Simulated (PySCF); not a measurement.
Nb(O)(F)2(OH) (F2HNbO2), SMILES [O]=[Nb]([OH])([F])[F], multiplicity 1. Coordinates come from a B3LYP-D3(BJ)/def2-SVP optimisation. The multiplicity is an assumed one; no other spin state was optimised. The structure was generated by enumeration; whether it is a known compound was not checked. The def2 effective core potentials stand for the cores of Nb; spin–orbit coupling is left out. Other conformers were not sampled.

The numbers are results of B3LYP-D3(BJ)/def2-SVP (PySCF 2.14.0), not measurements.

Harmonic wavenumbers (cm⁻¹): 169, 182, 202, 246, 247, 426, 509, 696, 721, 766, 1042, 3865. Rotational constants (GHz): 3.323, 3.241, 2.823; symmetry number 1.

### Question
Work out the zero-point energy and the ideal-gas rigid-rotor harmonic-oscillator thermochemistry at 298.15 K and 1 atm.

### Answer
ZPE = ½ Σ hcν = ½ × 9072 cm⁻¹ = 54.27 kJ/mol. H − E(el) = 73.58 kJ/mol. Entropy in J/(mol K): translation 172.34, rotation 111.97, vibration 53.50, total 337.81. G − E(el) = -27.14 kJ/mol. Cp = 93.63 J/(mol K).
